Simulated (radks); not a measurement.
These are the eigenvalues of the occupied orbitals of an atom or ion with whole-number occupations (eV). Calculated with a radial shooting solver on a logarithmic mesh with Libxc functionals: scalar-relativistic Kohn-Sham, r2SCAN, spin-polarised, spherical densities, finite nucleus; meta-GGA in the generalised Kohn-Sham scheme; Fermi nuclear charge, rms radius of each element as measured or else 0.836 A^(1/3) + 0.57 fm.

1s down: -71760.85
1s up: -71760.82
2s up: -12493.36
2s down: -12493.01
2p up: -10904.87
2p down: -10904.60
3s up: -2925.412
3s down: -2925.395
3p up: -2454.829
3p down: -2454.784
3d up: -1920.223
3d down: -1920.031
4s up: -640.0017
4s down: -639.7439
4p up: -484.9507
4p down: -484.7314
4d up: -289.3803
4d down: -289.1126
5s up: -117.8364
5s down: -115.5126
5p up: -79.1297
5p down: -75.9227
4f up: -72.7780
4f down: -72.2388
5d up: -34.5664

Which element is it, and in what charge state? The configuration may be excited. Open shells, if any, are filled with parallel spins first.

Answer. Z = 75, rhenium, charge +3: Re3+ in [Xe] 4f14 5d4. The list shows which subshells hold electrons but not how many an open one holds; the 1s level, -2637.2 hartree, gives Z - s = 72.6 by -(Z - s)^2/2, which with screening and relativity narrows Z to a few neighbours, and the depths of the outer levels then fix element, charge and occupations together.
